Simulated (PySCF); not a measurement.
GaH3, SMILES [GaH3].

The structure is a stationary point at r2SCAN-D4/def2-TZVPD. The isomer is the one that the SMILES or the coordinates give; other isomers of the formula were not compared.

These are IEF-PCM-PBE0/def2-TZVPD (PySCF) values and carry that method's errors.

The values are the electrostatic part of the solvation free energy, E(continuum) − E(gas) at the gas-phase geometry, in a cavity of scaled van der Waals radii (PySCF's table); cavitation and dispersion terms are not included. A continuum can't describe solvent molecules that bind to the metal. In vacuum the orbital gap is 6.78 eV. The dipole moment in vacuum is 0.00 D.

```csv
solvent,ε,ΔG(elec) (kcal/mol),dipole (D),gap (eV)
water,78.36,-2.5,0.00,7.12
n-hexane,1.88,-0.9,0.00,6.90
toluene,2.37,-1.1,0.00,6.94
```
